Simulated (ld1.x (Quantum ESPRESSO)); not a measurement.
**Ranking TM potentials for hafnium (Hf)**

All share these settings but for the change named:

hafnium (Hf), norm-conserving Troullier–Martins (Kleinman–Bylander form), made with ld1.x (Quantum ESPRESSO) 7.5 (LDA (PZ), scalar-relativistic). Core [Xe] 4f14, reference 5d2 6s1.75 6p0.25. Waves: 6s (bound): rc 2.35 bohr; 5d (bound): rc 2.40 bohr; 6p (bound): rc 3.60 bohr. Local part: the p channel. Core correction: Bessel-smoothed model core, default radius (core density twice the valence density).

Cutoff: the first of the cutoffs (Ry, on a coarse ladder) from which the occupation-weighted sum of valence levels, in a spherical-Bessel basis at the reference potential, stays within 10 and 1 mRy of its value at 400 Ry; the density cutoff is not measured.

The base gives 21 Ry.

Of 6 variants that were run, those that failed, showed a ghost or another fault, or gave nearly equal values are left out.

Rank these variants from softest to hardest (loose cutoff).
A. wave 5d (bound): rc 2.40 bohr becomes 5d (bound): rc 1.94 bohr
B. wave 5d (bound): rc 2.40 bohr becomes 5d (bound): rc 3.54 bohr
C. wave 5d (bound): rc 2.40 bohr becomes 5d (bound): rc 2.82 bohr

B (15 Ry), C (18 Ry), A (25 Ry).
